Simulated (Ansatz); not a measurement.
```yaml
crystal:
  periodic: [false, false, false]
  atoms:
    - {symbol: C, position_ang: [0.483111, 2.345938, -0.140339]}
    - {symbol: C, position_ang: [-0.293389, -0.400763, 0.231203]}
    - {symbol: N, position_ang: [-1.905161, -1.299103, 1.586154]}
    - {symbol: B, position_ang: [-0.400363, -3.262102, 0.268311]}
    - {symbol: H, position_ang: [0.410503, 2.469985, -2.465368]}
    - {symbol: H, position_ang: [-0.763683, 3.472087, 0.400261]}
    - {symbol: H, position_ang: [2.391384, 2.534946, 0.163788]}
    - {symbol: H, position_ang: [0.249704, -5.714056, -0.235473]}
basis:
  gaussian: {orbitals: aug-cc-pVDZ, fitting: {mean_field: def2-universal-jkfit}, final_grid: {core_spheres: 8, valence_spheres: 7, degree: 23}}
hamiltonian: {xc: {name: SVWN5}}
```

```sh
$ ansatz run in.yaml --threads 2 --pin off --events-out ev --progress --plain --max-ram 4352MiB
```

Shortened log:

```
Functional definition: SVWN5
374 factors; integrals over basis functions are off by at most 6.0e-1 eV
mean field evaluation 1: about -4190.2229 eV, gradient 1.1e2 eV
mean field evaluation 2: about -3762.9256 eV, gradient 2.0e2 eV
mean field evaluation 4: about -3965.8513 eV, gradient 2.1e2 eV
mean field evaluation 8: about -4230.4197 eV, gradient 2.3e1 eV
mean field evaluation 16: about -4233.1917 eV, gradient 2.3e-5 eV
mean field -4233.22475380 eV, -155.5681403193 hartree, gradient 9.7e-6 eV, S^2 0.000000; 14 other end points of the search recorded, 0 dependent functions left out
reference -4233.22485692 eV, -155.5681441089 hartree; 14, 14 occupied and 114, 114 virtual orbitals, 374 factors
Total energy: -4233.22485692 eV, -155.5681441089 hartree
```

(1) Something in this input is off. What?

Results:

(1) The coordinates are in bohr but typed as ångström. The run converged. The result belongs to that input, not to the molecule as meant.
